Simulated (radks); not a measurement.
Species: Hg II. Configuration: [Xe] 4f14 5d10 6s1. Calculated with a radial shooting solver on a logarithmic mesh with Libxc functionals: scalar-relativistic Kohn-Sham, PBE, spin-polarised, spherical densities, finite nucleus; open shells are filled with parallel spins first (spin-orbit coupling, left out, can overturn this in heavy ions); Fermi nuclear charge, rms radius 5.4648 fm; hard spherical wall at 4 bohr.

Normalised radial functions P(r) = r R(r), r in bohr:

```
   r/bohr * 5p up, o 5p down, + 5d down (the largest magnitude, 1.14, reaches the edge; | marks zero, & curves that meet)
0.0009513                             &
 0.001099                             &
 0.001259                             &
 0.001442                             &
 0.001665                             &
 0.001908                             &
 0.002186                             &
 0.002525                             &
 0.002892                             &
  0.00334                             &
 0.003827                             +&
 0.004384                             +&
 0.005063                             +&
 0.005801                             +&
 0.006646                             +&
 0.007676                             + &
 0.008794                             + &
  0.01016                             + &
  0.01164                             +  &
  0.01333                             +  &
   0.0154                             +   &
  0.01764                             +    &
  0.02037                             |+   &
  0.02334                             |+    &
  0.02674                             |+     &
  0.03088                             |+     &
  0.03538                             | +    &
  0.04053                             | +    &
  0.04681                             |  +  &
  0.05363                             |   +&
  0.06193                             |  & +
  0.07096                             &     +
  0.08129                          &  |      +
  0.09388                       &     |      +
   0.1076                     &       |      +
   0.1232                   &         |      +
   0.1423                   &         |    +
    0.163                     &       |  +
   0.1883                         &   +
   0.2157                          +  | &
   0.2472                       +     |       &
   0.2854                    +        |           &
    0.327                   +         |              &
   0.3777                   +         |             &
   0.4327                     +       |        &
   0.4957                         +   |&
   0.5725                     &       | +
   0.6559            &                |       +
   0.7515      &                      |            +
   0.8679  &                          |                 +
   0.9943  &                          |                    +
    1.148     &                       |                     +
    1.316         &                   |                    +
    1.507               &             |                  +
    1.741                   &         |               +
    1.994                       &     |            +
    2.285                          &  |         +
    2.639                           & |      +
    3.023                            &|    +
    3.491                             & +
        4                             &
```

5p up: eigenvalue -73.126 eV, 3 radial nodes at r = 0.0716, 0.207, 0.505 bohr, <r> = 1.04 bohr, 90 % of the charge inside 1.51 bohr. 5p down: eigenvalue -73.041 eV, 3 radial nodes at r = 0.0716, 0.207, 0.505 bohr, <r> = 1.04 bohr, 90 % of the charge inside 1.51 bohr. 5d down: eigenvalue -16.281 eV, 2 radial nodes at r = 0.189, 0.547 bohr, <r> = 1.44 bohr, 90 % of the charge inside 2.20 bohr.
